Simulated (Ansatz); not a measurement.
Computed with Ansatz on PBE0-D4/def2-TZVP structures; ΔE is electronic, products minus reactants. CCSD(T)/CBS adds triple-zeta CCSD(T) − MP2 to the extrapolated MP2 energy (def2 sets, frozen cores). This one scheme is used for every species, atoms too. Functionals use def2-TZVPP. B3LYP here is the variant with VWN-RPA as its local correlation; programs differ in this. No spin–orbit coupling; open shells (•) take unrestricted orbitals. Spin–orbit coupling would lower the free atoms: a little for C, O, S, Si. One conformer a species, not always the lowest.

Consider the atomization: `CO[SiH2]S[SiH2]O` → C• + 8 H• + 2 O• + S• + 2 Si•.

Q: What is ΔE at CCSD(T)/CBS? (Estimate.)

A: Computed: +52.12 eV.

Q: What do these levels give: PBE-D4, B3LYP-D4, PBE, CCSD(T)/def2-TZVPP, MP2/def2-QZVPP, MP2/CBS(def2)? (Estimate.)

A: Ansatz gave: PBE-D4 52.26, B3LYP-D4 51.74, PBE 51.85, CCSD(T)/def2-TZVPP 50.58, MP2/def2-QZVPP 52.28, MP2/CBS(def2) 52.90 eV.

Largest T1 diagnostic among the species: 0.012.

The D4 term adds +0.66 eV with B3LYP and +0.35 eV with PBE0; it sums over pairs of atoms, weighted by their polarisabilities, and B3LYP, whose exchange is more repulsive, gets the larger term. In def2-TZVPP, CCSD(T) changes the Hartree–Fock value by +12.79 eV (the triples alone add +0.74 eV) and MP2 by +13.57 eV; breaking electron pairs costs correlation energy, which Hartree–Fock lacks. From PBE to PBE0 (25 % exact exchange), in def2-TZVPP and without D4, ΔE moves by −0.69 eV: exact exchange takes away binding that semilocal exchange gives to molecules.

For atomizations the MP2-based limit and the directly extrapolated one differ by several kJ/mol either way, and by 10 to 25 for some Ge, Se and Sn compounds, so smaller differences from it don't rank the levels.
